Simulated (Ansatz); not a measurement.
Relaxation of Cu5Te with UKS PBE-D4/def2-SVP.

```sh
$ ansatz run in.yaml --threads 4 --pin off --events-out ev --progress --plain --max-ram 4787MiB
```

```yaml
crystal:
  periodic: [false, false, false]
  atoms:
    - {symbol: Cu, position_ang: [1.342720, 0.013670, 1.282780]}
    - {symbol: Cu, position_ang: [0.138960, -1.065170, -0.729940]}
    - {symbol: Cu, position_ang: [-2.171460, -0.307160, -0.682220]}
    - {symbol: Cu, position_ang: [-0.987580, -0.507940, 1.389580]}
    - {symbol: Cu, position_ang: [-0.344630, 1.227570, -0.252380]}
    - {symbol: Te, position_ang: [2.021990, 0.639030, -1.007820]}
basis:
  gaussian: {orbitals: def2-SVP}
magnetization: {spin_polarized: true, initial_magnetization: 1}
hamiltonian: {xc: pbe, dispersion: d4}
scf: {lower_state_search: "off"}
output: {orbitals: {seedname: orbitals}}
relax: {f_tol: 0.02, max_steps: 100}
```

Hardware: 4 threads of Arm Neoverse V1 on a shared host. Wall time 28 s.

Positions (Å) and forces (eV/Å) at steps 1, 2, 3, 4 of 4:

```xyz
6
step=1 energy=-230436.9927 eV
Cu    1.343    0.014    1.283   -0.353   -0.085    0.040
Cu    0.139   -1.065   -0.730   -0.089    0.173    0.185
Cu   -2.171   -0.307   -0.682    0.107   -0.011    0.109
Cu   -0.988   -0.508    1.390   -0.006    0.030   -0.095
Cu   -0.345    1.228   -0.252    0.003   -0.250    0.113
Te    2.022    0.639   -1.008    0.339    0.143   -0.352
6
step=2 energy=-230437.0195 eV
Cu    1.316    0.009    1.275   -0.178   -0.013   -0.121
Cu    0.141   -1.057   -0.717    0.031    0.161    0.104
Cu   -2.168   -0.310   -0.673    0.071   -0.005    0.055
Cu   -1.005   -0.512    1.395   -0.008    0.017   -0.048
Cu   -0.338    1.217   -0.242    0.103   -0.164    0.050
Te    2.054    0.652   -1.038   -0.018    0.004   -0.040
6
step=3 energy=-230437.0280 eV
Cu    1.282    0.007    1.252    0.055    0.005    0.026
Cu    0.153   -1.044   -0.701    0.021   -0.057   -0.035
Cu   -2.153   -0.310   -0.665   -0.020   -0.003   -0.026
Cu   -1.021   -0.514    1.400   -0.052   -0.018    0.054
Cu   -0.321    1.204   -0.228   -0.004    0.069   -0.001
Te    2.060    0.657   -1.058    0.001    0.003   -0.017
6
step=4 energy=-230437.0287 eV
Cu    1.286    0.007    1.253    0.005    0.001   -0.003
Cu    0.154   -1.047   -0.701    0.004   -0.004   -0.001
Cu   -2.152   -0.310   -0.669    0.007    0.000   -0.005
Cu   -1.026   -0.515    1.403   -0.005    0.001    0.003
Cu   -0.321    1.208   -0.226    0.002    0.005    0.006
Te    2.059    0.657   -1.060   -0.012   -0.003    0.000
```

In the def2 sets Te takes a core potential; there is no spin–orbit coupling. The structure comes from a short search, and lower isomers may exist.
